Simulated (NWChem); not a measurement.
Species: CAuO cation; SMILES [O+]#[C-]->[Au+]

Program: NWChem. Medium grid unless said otherwise, to which SCAN and Minnesota functionals are sensitive. Coordinates come from a PBE-D3(BJ)/def2-SVP optimisation. This spin state was assumed; another may lie lower. def2 effective core potentials on Au; no spin-orbit coupling. Total energies of different functionals are on different scales.

| level | energy (Ha) | highest occupied level (eV) | orbital gap (eV) |
|---|---|---|---|
| B3LYP/def2-SVP | -248.7109 | -15.46 | 5.56 |
| PBE/def2-SVP | -248.5873 | -14.36 | 3.74 |
| Hartree-Fock/def2-SVP | -247.1654 | -18.81 | 13.14 |
| PW91/def2-SVP | -248.7324 | -14.42 | 3.74 |
| BP86/def2-SVP | -248.8070 | -14.51 | 3.78 |
| MN15-L/def2-SVP | -248.1016 | -14.61 | 4.69 |
| KT2/def2-SVP | -251.2032 | -14.51 | 3.89 |
| PW6B95/def2-SVP | -248.8535 | -15.81 | 6.38 |
| LC-BLYP (range parameter 0.33 per bohr)/def2-SVP | -248.2327 | ___ | ___ |

Problem. Fill in the missing entries.

Solution. 
- LC-BLYP (range parameter 0.33 per bohr)/def2-SVP, highest occupied level (eV): -17.98
- LC-BLYP (range parameter 0.33 per bohr)/def2-SVP, orbital gap (eV): 10.41
